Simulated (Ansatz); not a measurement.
Calculated with Ansatz (gas phase, PBE0-D4/def2-TZVP geometries, no zero-point term in ΔE). CCSD(T)/CBS adds triple-zeta CCSD(T) − MP2 to the extrapolated MP2 energy (def2 sets, frozen cores). DFT in def2-TZVPP. B3LYP here is the variant with VWN-RPA as its local correlation; programs differ in this. HSE06 is defined as in plane-wave codes. Each species was taken in one conformer, which may not be the lowest.

`CC(F)C[SiH3]` + `N=CCS` → `N=C([SiH3])CS` + `CC(C)F`  (formal exchange of groups at the Si–C bond)

`CC(F)C[SiH3]`:

```xyz
14

C    -0.715   -1.730   -0.895
C     0.226   -0.755   -0.236
F     1.192   -0.383   -1.176
C    -0.443    0.499    0.287
Si    0.765    1.826    0.863
H    -1.464   -2.074   -0.178
H    -1.231   -1.252   -1.731
H    -0.170   -2.598   -1.270
H     0.774   -1.248    0.576
H    -1.097    0.920   -0.485
H    -1.086    0.230    1.132
H     1.782    1.220    1.765
H     1.452    2.484   -0.275
H     0.015    2.862    1.624
```

`N=CCS`:

Z-matrix (Å, degrees):
```
C
C 1 1.492
S 1 1.816 2 111.7
H 1 1.090 2 109.2 3 117.5
H 1 1.092 2 111.4 3 -122.4
N 2 1.262 1 120.9 3 -118.8
H 2 1.099 1 115.4 3 60.4
H 3 1.343 1 97.0 2 -75.2
H 6 1.019 2 111.1 1 179.4
```

`N=C([SiH3])CS`:

```xyz
12

N     0.262    1.168    1.201
C     0.200    0.229    0.355
Si    1.846   -0.467   -0.286
C    -1.073   -0.388   -0.188
S    -2.619    0.357    0.373
H    -0.687    1.456    1.476
H     1.922   -0.249   -1.757
H     1.879   -1.937   -0.050
H     2.973    0.199    0.400
H    -1.044   -0.404   -1.281
H    -1.122   -1.436    0.125
H    -2.537    1.473   -0.368
```

`CC(C)F`:

Cartesian coordinates in Å:
```
C -0.745 -0.260 -1.017
C -0.078 0.570 0.050
C 0.868 -0.210 0.928
F -1.073 1.121 0.861
H -1.452 0.344 -1.588
H 0.001 -0.662 -1.706
H -1.286 -1.096 -0.566
H 0.444 1.420 -0.405
H 0.346 -1.045 1.401
H 1.283 0.430 1.708
H 1.693 -0.610 0.334
```

```csv
level,ΔE (kJ/mol),difference from CCSD(T)/CBS
LDA (SPW92),-5.6,-5.3
PBE-D4,-4.0,-3.7
revPBE-D4,-4.7,-4.4
r2SCAN-D4,-1.5,-1.2
B97M-V,1.4,1.7
PBE0-D4,-1.5,-1.2
B3LYP-D4,-1.8,-1.5
r2SCANh-D4,-0.8,-0.5
r2SCAN0-D4,0.2,0.5
HSE06-D4,-1.5,-1.2
CAM-B3LYP-D4,0.2,0.5
ωB97X-V,1.2,1.5
ωB97M-V,1.5,1.8
B2PLYP,0.2,0.5
PBE-QIDH,0.2,0.5
PBE,-2.6,-2.3
BLYP,-0.8,-0.5
r2SCAN,-1.2,-0.9
PBE0,-0.2,0.1
B3LYP,0.7,1.0
r2SCANh,-0.5,-0.2
r2SCAN0,0.6,0.9
HSE06,-0.3,0.0
BHLYP,3.3,3.6
CAM-B3LYP,1.6,1.9
LC-ωPBE,2.0,2.3
RPA@PBE/def2-TZVPP,1.6,1.9
HF/def2-SVP,5.7,6.0
MP2/def2-SVP,0.7,1.0
HF/def2-TZVPP,8.2,8.5
MP2/def2-TZVPP,-0.6,-0.3
SCS-MP2/def2-TZVPP,1.2,1.5
CCSD/def2-TZVPP,2.7,3.0
CCSD(T)/def2-TZVPP,0.4,0.7
HF/def2-QZVPP,8.4,8.7
MP2/def2-QZVPP,-1.0,-0.7
SCS-MP2/def2-QZVPP,0.8,1.1
HF/CBS(def2),8.4,8.7
MP2/CBS(def2),-1.4,-1.1
CCSD/CBS(def2),1.9,2.2
CCSD(T)/CBS,-0.3,0
```

Largest T1 diagnostic among the species: 0.012.

From BLYP to BHLYP (50 % exact exchange), in def2-TZVPP and without D4, ΔE moves by +4.1 kJ/mol. In def2-TZVPP, CCSD(T) changes the Hartree–Fock value by −7.7 kJ/mol (the triples alone add −2.2 kJ/mol) and MP2 by −8.8 kJ/mol. Leaving LDA and LC-ωPBE aside and taking each functional with its dispersion term where it has one, the values spread over 6.2 kJ/mol, from revPBE-D4 to ωB97M-V. LDA lies −3.1 kJ/mol from PBE without D4.

CCSD(T)/CBS has its own doubt, a few kJ/mol and more with outer-core shells, so smaller differences from it don't rank the levels.
